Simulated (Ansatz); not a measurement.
C$_{2}$H$_{6}$BF$_{2}$N, SMILES `CB(F)C(N)F` at its PBE0-D4/def2-TZVP geometry, where that method's forces vanish. Total charge 0; spin multiplicity 1.

```xyz
12

C     0.8595   -0.9040    1.1814
B    -0.3013    0.0784    0.8570
F    -0.8937    0.7437    1.8373
C    -0.8392    0.3204   -0.6224
N     0.1949    0.4873   -1.5695
F    -1.7767    1.3755   -0.6444
H     0.7960   -1.3115    2.1923
H     1.8014   -0.3422    1.1196
H     0.9456   -1.7114    0.4526
H    -1.4152   -0.5732   -0.9087
H    -0.1509    0.5482   -2.5173
H     0.7796    1.2889   -1.3778
```

**Question.** What forces (eV/Å) does r2SCAN-D4/def2-TZVPP give on these atoms in Ansatz? (An estimate is asked.)

**Answer.** Computed: 
```
C1  -0.018 -0.012 -0.003
B2   0.091 -0.094 -0.120
F3  -0.096  0.104  0.127
C4   0.188 -0.330  0.150
N5   0.149 -0.055 -0.118
F6  -0.314  0.340  0.013
H7   0.015  0.010 -0.014
H8  -0.009 -0.018  0.001
H9   0.015  0.015  0.016
H10 -0.016 -0.015 -0.023
H11 -0.008  0.023 -0.031
H12  0.003  0.033  0.002
```
